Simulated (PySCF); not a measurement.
Dissociation curve of SiH (cation, charge +1), singlet.

Method: CCSD(T) on UHF/cc-pVTZ, 5 core orbitals frozen (PySCF).

Relative to R = 1.52 Å, what are the energies at R = 1.23, 1.86, 3.76, 4.57 Å?

37.4 mEh at 1.23 Å, 22.9 mEh at 1.86 Å, 121.6 mEh at 3.76 Å, 122.3 mEh at 4.57 Å.

The unrestricted determinant behind UCCSD(T) is spin-contaminated at 1.23 to 1.65, 2.05 to 6.04 Å (<S²> up to 1.0, against 0.00 for a pure singlet).
